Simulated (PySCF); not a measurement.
Sn(I)(OH)3 (H3IO3Sn), SMILES [OH][Sn]([OH])([OH])[I].

Geometry optimised at B3LYP-D3(BJ)/def2-SVP. The geometry has at least one imaginary mode, so it is a saddle point at that level. The structure was generated by enumeration; whether it is a known compound was not checked. The def2 effective core potentials stand for the cores of I, Sn; spin–orbit coupling is left out. The values are those of a single conformer.

All values below come from B3LYP-D3(BJ)/def2-SVP (PySCF).

Frequencies are harmonic and unscaled.

Modes within 1.5 cm⁻¹ of each other (mostly degenerate sets) share a row, with their intensities summed.

Computed normal modes with their intensities:
```
mode   ν (cm⁻¹)  IR (km/mol)  Raman (Å⁴/amu)  depolarisation  moving atoms (share of kinetic energy)
-----  --------  -----------  --------------  --------------  --------------------------------------
1–2         51i         63.1             1.3            0.75                          H 58 %, O 41 %
3–4         116         18.5             3.5            0.75                 O 58 %, Sn 20 %, H 14 %
5           130         79.2             2.3            0.64                                  H 92 %
6           166         29.9            11.5            0.35                          O 61 %, I 36 %
7–8         174          6.8             4.7            0.75                          O 56 %, H 37 %
9           230        158.8             3.1            0.07                 Sn 46 %, O 26 %, I 21 %
10          606         64.0            37.7            0.00                                  O 93 %
11–12       631        155.1            18.8            0.75                         O 84 %, Sn 15 %
13          846         12.8             0.0               –                                  H 95 %
14–15       871        186.6             3.9            0.75                                  H 92 %
16–17      3804        193.6           190.6            0.75                                  H 94 %
18         3806         80.1           214.1            0.00                                  H 94 %
```
